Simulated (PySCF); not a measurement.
Se(iPr)(SH) (C₃H₈SSe), SMILES CC(C)[Se]S. Geometry optimised at PBE-D3(BJ)/def2-SVP. Other conformers were not sampled.

Computed equilibrium geometry at PBE-D3(BJ)/def2-SVP (PySCF confirms it by a frequency run) as bond lengths and angles (one conformer of several):
Atoms: Se1 C2 C3 C4 H5 H6 H7 H8 H9 H10 H11 S12 H13. Bond lengths (Å): Se1–C2 2.009, Se1–S12 2.223, C2–C3 1.528, C2–C4 1.521, C2–H5 1.110, C3–H6 1.110, C3–H7 1.110, C3–H8 1.109, C4–H9 1.108, C4–H10 1.112, C4–H11 1.109, S12–H13 1.369. Angles (°): C2–Se1–S12 101.0, Se1–C2–C3 105.6, Se1–C2–C4 111.8, Se1–C2–H5 104.7, C3–C2–C4 113.8, C3–C2–H5 110.0, C4–C2–H5 110.4, C2–C3–H6 109.8, C2–C3–H7 111.2, C2–C3–H8 112.2, H6–C3–H7 107.4, H6–C3–H8 107.7, H7–C3–H8 108.3, C2–C4–H9 111.1, C2–C4–H10 110.1, C2–C4–H11 111.1, H9–C4–H10 107.9, H9–C4–H11 108.3, H10–C4–H11 108.2, Se1–S12–H13 98.2.
